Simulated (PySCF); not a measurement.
C2H6N, doublet, at a GFN2-xTB geometry; B3LYP/3-21G in PySCF.

Here is a job for PySCF.
```python
from pyscf import gto, scf, dft

mol = gto.M(
    atom='''
C     1.18853712   -0.42423795   -0.00475233
C     0.11863727    0.59050040   -0.00356732
N    -1.21229979   -0.05001142    0.00719856
H     1.48344962   -0.89295660    0.91586697
H     1.45611355   -0.91757714   -0.92112399
H     0.15672993    1.21860401   -0.89696538
H     0.16753083    1.22769330    0.88264099
H    -1.30480657   -0.63928977    0.82914715
H    -1.31596525   -0.64396854   -0.81003784
''',
    basis='3-21g',
    spin=1,
    verbose=4,
)

mf = dft.UKS(mol)
mf.xc = 'b3lyp'
mf.init_guess = '1e'
mf = mf.newton()
mf.kernel()
mf.analyze()
```

The log (banner, timings and long lists left out):

```
PySCF version 2.14.0

[INPUT] verbose = 4
[INPUT] num. atoms = 9
[INPUT] num. electrons = 25
[INPUT] charge = 0
[INPUT] spin (= nelec alpha-beta = 2S) = 1
[INPUT] symmetry False subgroup None
[INPUT] Mole.unit = angstrom
[INPUT] Symbol           X                Y                Z      unit          X                Y                Z       unit  Magmom
[...]
nuclear repulsion = 76.7189743441913
number of shells = 27
number of NR pGTOs = 63
number of NR cGTOs = 39
basis = 3-21g
ecp = {}

******** <class 'pyscf.soscf.newton_ah.SecondOrderUKS'> ********
method = SecondOrderUKS
initial guess = 1e
damping factor = 0
level_shift factor = 0
DIIS = <class 'pyscf.scf.diis.CDIIS'>
diis_start_cycle = 1
diis_space = 8
diis_damp = 0
SCF conv_tol = 1e-09
SCF conv_tol_grad = None
SCF max_cycles = 50
direct_scf = True
direct_scf_tol = 1e-13
number electrons alpha = 13  beta = 12
XC library pyscf.dft.libxc version 7.1.2
    S. Lehtola, C. Steigemann, M. J. T. Oliveira, and M. A. L. Marques,  SoftwareX 7, 1–5 (2018)
XC functionals = b3lyp
    P. J. Stephens, F. J. Devlin, C. F. Chabalowski, and M. J. Frisch,  J. Phys. Chem. 98, 11623 (1994)
radial grids:
    Treutler-Ahlrichs [JCP 102, 346 (1995); DOI:10.1063/1.469408] (M4) radial grids

becke partition: Becke, JCP 88, 2547 (1988); DOI:10.1063/1.454033
pruning grids: <function nwchem_prune>
grids dens level: 3
symmetrized grids: False
atomic radii adjust function: <function treutler_atomic_radii_adjust>
small_rho_cutoff = 0
******** <class 'pyscf.dft.uks.UKS'> Newton solver flags ********
SCF tol = 1e-09
conv_tol_grad = None
max. SCF cycles = 50
direct_scf = True
direct_scf_tol = 1e-13
max_cycle_inner = 12
max_stepsize = 0.05
ah_start_tol = 1e+09
ah_level_shift = 0
ah_conv_tol = 1e-12
ah_lindep = 1e-14
ah_start_cycle = 1
ah_max_cycle = 40
ah_grad_trust_region = 2.5
kf_interval = 4
kf_trust_region = 5
canonicalization = True
Set conv_tol_grad to 3.16228e-05
Initial guess from hcore.

tot grids = 100992
Initial guess E= -111.883906976226  |g|= 3.43619
macro= 0  E= -120.794255632132  delta_E= -8.91035  |g|= 3.96005  3 KF 15 JK
macro= 1  E= -130.726790713931  delta_E= -9.93254  |g|= 1.82613  3 KF 15 JK
macro= 2  E= -133.320207000121  delta_E= -2.59342  |g|= 0.486063  3 KF 16 JK
macro= 3  E= -133.601622558541  delta_E= -0.281416  |g|= 0.10478  2 KF 12 JK
macro= 4  E= -133.741002257563  delta_E= -0.13938  |g|= 0.0819369  3 KF 13 JK
macro= 5  E= -133.756052487092  delta_E= -0.0150502  |g|= 1.8956e-05  6 KF 24 JK
[...]
converged SCF energy = -133.756052487093  <S^2> = 0.75427434  2S+1 = 2.0042698
Total Energy =                        -133.756052487093029
[...]
spin_pop of  0 C 2s        0.04371
spin_pop of  0 C 3s       -0.00003
spin_pop of  0 C 2px       0.55207
spin_pop of  0 C 2py       0.33220
spin_pop of  0 C 2pz       0.02252
spin_pop of  0 C 3px       0.00325
spin_pop of  0 C 3py       0.00164
spin_pop of  0 C 3pz      -0.00025
spin_pop of  1 C 1s        0.00000
spin_pop of  1 C 2s       -0.00702
spin_pop of  1 C 3s        0.00005
spin_pop of  1 C 2px      -0.02089
spin_pop of  1 C 2py      -0.01653
spin_pop of  1 C 2pz      -0.00287
spin_pop of  1 C 3px       0.00179
spin_pop of  1 C 3py       0.00005
spin_pop of  1 C 3pz       0.00005
spin_pop of  2 N 1s       -0.00000
spin_pop of  2 N 2s       -0.00081
spin_pop of  2 N 3s       -0.00011
spin_pop of  2 N 2px       0.12318
spin_pop of  2 N 2py       0.01379
spin_pop of  2 N 2pz       0.00439
spin_pop of  2 N 3px       0.00039
spin_pop of  2 N 3py      -0.00027
spin_pop of  2 N 3pz       0.00000
spin_pop of  3 H 1s       -0.02799
spin_pop of  3 H 2s        0.00034
spin_pop of  4 H 1s       -0.02798
spin_pop of  4 H 2s        0.00034
spin_pop of  5 H 1s        0.00674
spin_pop of  5 H 2s        0.00002
spin_pop of  6 H 1s        0.00603
spin_pop of  6 H 2s        0.00002
spin_pop of  7 H 1s       -0.00443
spin_pop of  7 H 2s        0.00054
spin_pop of  8 H 1s       -0.00446
spin_pop of  8 H 2s        0.00053
 ** Mulliken Spin Density (per atom)  **
spin density of  0 C =      0.95511
spin density of  1 C =     -0.04536
spin density of  2 N =      0.14056
spin density of  3 H =     -0.02765
spin density of  4 H =     -0.02764
spin density of  5 H =      0.00676
spin density of  6 H =      0.00605
spin density of  7 H =     -0.00389
spin density of  8 H =     -0.00393
 ** Mulliken pop alpha/beta on meta-lowdin orthogonal AOs **
 ** Mulliken pop       alpha | beta **
[...]
In total            13.00000 | 12.00000
 ** Mulliken atomic charges   ( Nelec_alpha | Nelec_beta ) **
charge of  0C =     -0.25936  (     3.60723      2.65213 )
charge of  1C =     -0.08275  (     3.01869      3.06405 )
charge of  2N =     -0.41519  (     3.77787      3.63731 )
charge of  3H =      0.09512  (     0.43861      0.46626 )
charge of  4H =      0.09485  (     0.43875      0.46640 )
charge of  5H =      0.10192  (     0.45242      0.44566 )
charge of  6H =      0.10192  (     0.45207      0.44601 )
charge of  7H =      0.18175  (     0.40718      0.41107 )
charge of  8H =      0.18173  (     0.40717      0.41110 )
Dipole moment(X, Y, Z, Debye):  0.34988, -1.23181,  0.00408
```
